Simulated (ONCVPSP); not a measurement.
**P (Z = 15): variants of one ONCV potential**

Base potential:

phosphorus (P), optimised norm-conserving Vanderbilt (ONCV), made with ONCVPSP 4.0.1 (PBE, scalar-relativistic). Core [He], reference 2s2 2p6 3s2 3p3. Waves: 2s+3s: rc 0.85 bohr, ncon 3, nbas 6, qcut 10.8 1/bohr, 2 projectors; 2p+3p: rc 1.00 bohr, ncon 4, nbas 7, qcut 12.1 1/bohr, 2 projectors; d scattering state at 0.26 Ha: rc 0.80 bohr, ncon 3, nbas 7, qcut 12.2 1/bohr, 3 projectors, debl 3.4 Ha. Local part: polynomial inside 0.65 bohr (lpopt 1, dvloc0 6 Ha). Core correction: Teter function, fcfact 6, rcfact 1.35.

Cutoffs, loose and tight: the cutoffs (Ha) at which the residual kinetic energy of the hardest occupied pseudo-wave falls to 1 and 0.1 mHa per electron. They do not see the model core or the augmentation charge, which bear on the density cutoff. Test errors are all-electron minus pseudo excitation energies from the reference, over the configurations 2s2 2p6 3s2 3p2; 2s2 2p6 3s2 3p1; 2s2 2p6 3s2 3p0; 2s1 2p6 3s2 3p3. A dash means not determined; rows that change the core or the reference have their own tests.

```tsv
change	outcome	cutoff, loose	cutoff, tight	bound ghosts	GHOST(+) flags above zero	largest test error (meV)
base	generated	70 Ha	141 Ha	none	d	-759
s: rc 0.62; local potential polynomial inside 0.62 bohr (lpopt 1, dvloc0 6 Ha)	generated	–	–	none	d	-563
s: rc 0.76	generated	70 Ha	141 Ha	none	d	-699
s: rc 0.82	generated	70 Ha	141 Ha	none	d	-743
s: rc 1	generated	70 Ha	141 Ha	none	d	-770
s: rc 1.06	generated	70 Ha	141 Ha	none	d	-748
s: rc 1.2	generated	70 Ha	141 Ha	none	d	-697
```

Reading the sweep of the s radius (base included, trends over the rows without a ghost): The loose cutoff stays near 70 Ha. The median size of the test errors (rows with all tests solved) stays near 7.9 meV.
